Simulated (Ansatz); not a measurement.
```xyz
11

F     0.412    0.587    1.779
C     0.118   -0.179    0.662
Si   -1.632    0.269    0.046
Si    1.543   -0.012   -0.596
Cl    0.067   -1.903    1.164
H    -2.596    0.009    1.141
H    -1.924   -0.572   -1.140
H    -1.640    1.705   -0.334
H     1.647    1.414   -0.999
H     1.209   -0.849   -1.773
H     2.796   -0.468    0.050
```

Total charge 0; spin multiplicity 1.

(1) List the CAM-B3LYP/def2-TZVPP orbital energies in eV (the Gaussian-basis code of Ansatz). (Best estimate.)

Results:

(1) Ansatz gave: Occupied: -2764.80, -1801.35, -1801.35, -674.04, -282.21, -259.54, -198.65, -198.43, -198.41, -145.96, -145.96, -101.29, -101.29, -101.28, -101.28, -101.27, -101.27, -35.55, -25.78, -20.55, -17.70, -17.22, -15.47, -14.80, -14.66, -12.19, -12.19, -11.95, -11.48, -11.22, -11.10, -10.61, -9.32. Lowest empty: 0.65, 1.08, 1.60, 1.81, 2.05, 2.49, 2.54, 2.81.
